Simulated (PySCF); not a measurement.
**ethyl butyrate (O=C(CCC)OCC, C₆H₁₂O₂)**

Geometry:
```
atom   x (Å)   y (Å)   z (Å)
  C1  -3.422   0.176  -0.320
  C2  -2.028  -0.225   0.134
  C3  -0.953   0.765  -0.318
  C4   0.406   0.346   0.171
  O5   0.892   0.666   1.225
  O6   0.999  -0.490  -0.694
  C7   2.272  -1.013  -0.317
  C8   3.392  -0.052  -0.648
  H9  -3.705   1.163   0.081
 H10  -3.484   0.235  -1.418
 H11  -4.177  -0.550   0.018
 H12  -1.996  -0.303   1.234
 H13  -1.777  -1.225  -0.256
 H14  -0.941   0.831  -1.417
 H15  -1.160   1.764   0.094
 H16   2.371  -1.951  -0.881
 H17   2.260  -1.241   0.759
 H18   4.365  -0.515  -0.426
 H19   3.374   0.218  -1.715
 H20   3.304   0.865  -0.048
```

Method: quadratic response CAM-B3LYP/aug-cc-pVDZ first hyperpolarisability, Taylor convention, gas phase in PySCF. Geometry: PBE0-D3(BJ)/def2-SVP.

(1) Give the tensor of the second harmonic β(−2ω;ω,ω) at 1907 nm in the axes of these coordinates.

## Answers

(1) In au, Taylor convention; rows are the first index (the induced dipole):
|  | xx | yy | zz | xy | xz | yz |
| --- | --- | --- | --- | --- | --- | --- |
| x | -60.6 | +11.7 | +23.2 | +4.3 | -12.8 | +14.5 |
| y | +4.3 | -10.8 | -12.2 | +11.6 | +14.6 | -9.0 |
| z | -12.8 | -9.0 | +40.4 | +14.6 | +23.3 | -12.3 |

Norm of βᵢ = ⅓ Σⱼ (βᵢⱼⱼ + βⱼᵢⱼ + βⱼⱼᵢ): 36.8 au, hyper-Rayleigh value 32.4 au.
